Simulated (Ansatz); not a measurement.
C2H6B2O (`BC(=C)BO`), relaxed with RKS PBE0-D4/def2-TZVP in Ansatz from a PBE-D4/def2-SVP geometry. The force threshold is 0.005 eV/Å; the program also tests the step.

The species carries charge 0 and has multiplicity 1.

Start:

```xyz
11

B    -0.981    1.052   -0.354
C    -0.054   -0.181   -0.224
C    -0.181   -1.193   -1.134
B     1.013   -0.308    0.931
O     1.135    0.654    1.883
H    -0.928    1.973    0.456
H    -1.789    1.150   -1.260
H     0.449   -2.103   -1.088
H    -0.921   -1.155   -1.955
H     1.767   -1.265    1.024
H     0.490    1.375    1.721
```

| step | energy (eV) | largest force (eV/Å) | largest move (Å) |
| --- | --- | --- | --- |
| 1 | -5566.8180 | 0.745 | 0.000 |
| 2 | -5566.8653 | 0.249 | 0.033 |
| 3 | -5566.8693 | 0.126 | 0.021 |
| 4 | -5566.8707 | 0.056 | 0.025 |
| 5 | -5566.8709 | 0.033 | 0.009 |
| 6 | -5566.8709 | 0.028 | 0.006 |
| 7 | -5566.8709 | 0.001 | 0.002 |

End:

```xyz
11

B    -0.999    1.042   -0.364
C    -0.065   -0.172   -0.213
C    -0.172   -1.165   -1.118
B     0.996   -0.316    0.928
O     1.161    0.634    1.873
H    -0.963    1.967    0.406
H    -1.791    1.095   -1.261
H     0.456   -2.055   -1.074
H    -0.890   -1.125   -1.935
H     1.706   -1.281    1.008
H     0.561    1.378    1.750
```

Run time 21 s (2 threads of an INTEL XEON PLATINUM 8581C on a shared host); peak host memory 0.45 GiB.
